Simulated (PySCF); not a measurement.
A calculation to check before its numbers are used.

A geometry optimisation on H6Hf2O6S (singlet state). Computed with PBE0-D3(BJ)/def2-SVP geometry optimisation, gas phase, def2 core potentials past Kr (PySCF).

Driver input (Å, GFN1-xTB start):

```
{"job": {"xc": "PBE0", "basis": "def2-SVP", "d3": "d3bj", "grid": 1, "maxiter": 40, "shake": 0.03, "kind": "geom"}, "charge": 0, "multiplicity": 1}
Hf    -0.3791     1.0033    -1.3068
O     -1.5717     2.5605    -1.1026
O      0.0726     0.9760    -3.1304
O     -1.2152    -0.5016    -0.7601
S      1.4404     1.2863     0.0920
Hf     0.9033    -0.7107     1.3039
O      2.3026    -0.9881     2.5837
O      0.9870    -2.1708     0.1037
O     -0.7572    -0.5573     2.2464
H     -2.0108     3.3965    -1.2296
H      0.2807     0.9449    -4.0181
H     -1.9307    -0.8794    -0.1122
H      2.9198    -1.4130     2.9667
H      0.2802    -2.4944    -0.5313
H     -1.3547    -0.5282     2.9388
```

Output:

```
step   0  E = -948.53332241  max force = 0.139521
step   1  E = -948.58735241  max force = 0.017353
step   2  E = -948.59116672  max force = 0.009230
step   3  E = -948.59276871  max force = 0.009692
step   4  E = -948.59308612  max force = 0.021940
step   5  E = -948.59560483  max force = 0.014454
step   6  E = -948.59689725  max force = 0.008346
step   7  E = -948.59773582  max force = 0.005619
step   8  E = -948.59838138  max force = 0.003881
step   9  E = -948.59885231  max force = 0.004166
step  10  E = -948.59928199  max force = 0.003580
step  11  E = -948.59943158  max force = 0.002485
step  12  E = -948.59962071  max force = 0.002508
step  13  E = -948.59975186  max force = 0.003307
step  14  E = -948.59985015  max force = 0.002970
step  15  E = -948.59995409  max force = 0.001771
step  16  E = -948.60002589  max force = 0.001276
step  17  E = -948.60008015  max force = 0.001373
step  18  E = -948.60010573  max force = 0.001035
step  19  E = -948.60012399  max force = 0.001291
step  20  E = -948.60014580  max force = 0.001404
step  21  E = -948.60017707  max force = 0.001489
step  22  E = -948.60020242  max force = 0.001520
step  23  E = -948.60021263  max force = 0.001364
step  24  E = -948.60025121  max force = 0.001019
step  25  E = -948.60027553  max force = 0.000993
step  26  E = -948.60029309  max force = 0.001064
step  27  E = -948.60029546  max force = 0.001376
step  28  E = -948.60031085  max force = 0.001433
step  29  E = -948.60033996  max force = 0.001396
step  30  E = -948.60037133  max force = 0.001446
step  31  E = -948.60040562  max force = 0.001388
step  32  E = -948.60041422  max force = 0.001074
step  33  E = -948.60041461  max force = 0.000964
step  34  E = -948.60041633  max force = 0.001155
step  35  E = -948.60042070  max force = 0.001212
step  36  E = -948.60042547  max force = 0.001221
step  37  E = -948.60042883  max force = 0.001219
step  38  E = -948.60043177  max force = 0.001222
step  39  E = -948.60043438  max force = 0.001225
step  40  E = -948.60043665  max force = 0.001231
optimisation not converged
```

Energies are in Eh and forces in Eh/bohr.

**Question.** Which diagnosis fits best?
A. step limit reached with the energy nearly constant
B. step limit reached with the energy going up and down
C. step limit reached while the energy was still falling

**Answer.** A. After 41 gradient evaluations the largest force component was 0.00123 Eh/bohr against a threshold of 0.00045, and over the last 5 steps the energy changed by -0.010 kcal/mol in all, within a range of 0.010 kcal/mol, the last step by -0.001 kcal/mol. The energy rose in none of the 40 steps.

**Question.** What would you do next?

**Answer.** Restart from the last geometry, if need be with a computed Hessian or a finer grid, and confirm the end point by frequencies.
